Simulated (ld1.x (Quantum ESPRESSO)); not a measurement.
## Building the TM potential for helium (He) (PBE, scalar-relativistic).

helium (He), norm-conserving Troullier–Martins (Kleinman–Bylander form), made with ld1.x (Quantum ESPRESSO) 7.5 (PBE, scalar-relativistic). Core none, reference 1s2. Waves: 2p channel at 0.1 Ry: rc 0.45 bohr; 1s (bound): rc 0.50 bohr. Local part: the s channel. Core correction: none.

Task: Estimate the cutoffs (Ry, on a coarse ladder) from which the occupation-weighted sum of valence levels, in a spherical-Bessel basis at the reference potential, stays within 10 and 1 mRy of its value at 400 Ry.

Result: 180 Ry and 230 Ry.

Task: Does the potential have ghost states?

Result: No extra level below or beside the all-electron valence levels (p, s, d, f tested).

Task: Tests: 1s1; 1s1.5. Which has the largest error in its energy relative to the reference configuration, and how large is it?

Result: 1s1, with +1.4 meV (all-electron minus pseudo) on +26.96 eV.
